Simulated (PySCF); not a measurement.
Cl₂FH₃Si₂. Atoms are numbered in the order given.

```xyz
8

F     -0.3007     1.8788     0.0000
Si    -0.0825     0.2749     0.0000
Si     2.1807    -0.2710     0.0000
Cl    -1.0177    -0.4643     1.6767
Cl    -1.0177    -0.4643    -1.6767
H      2.8223     0.2899    -1.2243
H      2.8223     0.2899     1.2243
H      2.2876    -1.7587     0.0000
```
Charge 0, spin multiplicity 1.

The structure is a stationary point at r2SCAN-D4/def2-SVP. This is a generated structure with no PubChem entry under its InChIKey; it may be hypothetical.

Level of theory: PBE/def2-TZVP run with PySCF.

Symmetry labels are those of the subgroup Cs that the program uses (full group Cs).

Computed valence orbital energies around the gap with their symmetry:
```csv
orbital,symmetry,energy (eV)
HOMO−7,A",-9.90
HOMO−6,A',-9.24
HOMO−5,A",-9.11
HOMO−4,A',-9.09
HOMO−3,A',-8.65
HOMO−2,A",-8.30
HOMO−1,A",-8.06
HOMO,A',-7.60
LUMO,A',-1.53
LUMO+1,A",-1.29
LUMO+2,A',-1.07
LUMO+3,A',-0.02
```
